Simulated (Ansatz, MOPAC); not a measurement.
Molecule: HSF2, net charge 1, singlet state. SMILES: F[SH+]F
Structure (B3LYP-D3(BJ)/def2-TZVP (Ansatz, an electronic-structure program) minimum search):
```xyz
4

F     -1.1826    -0.4559     0.1935
S     -0.0085     0.4211    -0.2493
F      1.1977    -0.4304     0.1552
H      0.0004     1.2393     0.8511
```
Charge +1, spin multiplicity 1.

Wanted: vertical electron affinity to the doublet, in eV. Terms: valence correlation only; each state is the SCF solution reached for its charge and spin; dispersion terms only where a functional's name holds one; non-relativistic; UHF or UKS for open shells; no spin-orbit coupling. CBS(X,Y): correlation extrapolated as X^-3; Hartree-Fock from the larger set. [CCSD(T)-MP2]/basis is that difference in the basis named. First-principles rows: single points at B3LYP-D3(BJ) geometries (Ansatz). Semi-empirical rows: differences of heats of formation at the shared geometry for vertical values. Sets without +, aug- or the D of def2-TZVPD hold no diffuse functions, which anions need.

```json
[
 {"species": "charge 0, doublet", "coefficient": "-1", "E at B3LYP/STO-3G (Ansatz), Eh": "-590.80029", "E at PBE0/def2-TZVPD (Ansatz), Eh": "-598.11427", "heat of formation at AM1 (MOPAC), kcal/mol": "-80.96"},
 {"species": "charge 1, singlet", "coefficient": "+1", "E at B3LYP/STO-3G (Ansatz), Eh": "-590.76148", "E at PBE0/def2-TZVPD (Ansatz), Eh": "-597.86921", "heat of formation at AM1 (MOPAC), kcal/mol": "89.04"}
]
```

Coupled cluster (Ansatz) is a level with limits of its own, used here on species with T1 under 0.025 (0.045 for open shells) and stable references: RI-MP2/CBS(aug-cc-pV(T+d)Z,aug-cc-pV(Q+d)Z)+[CCSD(T)-MP2]/aug-cc-pV(T+d)Z. Value to compare with, RI-MP2/CBS(aug-cc-pV(T+d)Z,aug-cc-pV(Q+d)Z)+[CCSD(T)-MP2]/aug-cc-pV(T+d)Z (Ansatz): 6.56 eV. 1 Eh = 27.2114 eV and 1 eV = 23.0605 kcal/mol.

Task: Compute it at each level from the table, and compare with RI-MP2/CBS(aug-cc-pV(T+d)Z,aug-cc-pV(Q+d)Z)+[CCSD(T)-MP2]/aug-cc-pV(T+d)Z (Ansatz).

Result: 
- B3LYP/STO-3G: the sum of coefficient times E is 0.03881 Eh, or 1.056 eV. Result: 1.06 eV. Its difference against RI-MP2/CBS(aug-cc-pV(T+d)Z,aug-cc-pV(Q+d)Z)+[CCSD(T)-MP2]/aug-cc-pV(T+d)Z (Ansatz) is -5.50 eV.
- PBE0/def2-TZVPD: the sum of coefficient times E is 0.24506 Eh, or 6.668 eV. Result: 6.67 eV. Its difference against RI-MP2/CBS(aug-cc-pV(T+d)Z,aug-cc-pV(Q+d)Z)+[CCSD(T)-MP2]/aug-cc-pV(T+d)Z (Ansatz) is 0.11 eV.
- AM1: the sum of coefficient times heat of formation is 170.00 kcal/mol, or 7.37 eV. Its difference against RI-MP2/CBS(aug-cc-pV(T+d)Z,aug-cc-pV(Q+d)Z)+[CCSD(T)-MP2]/aug-cc-pV(T+d)Z (Ansatz) is 0.81 eV.
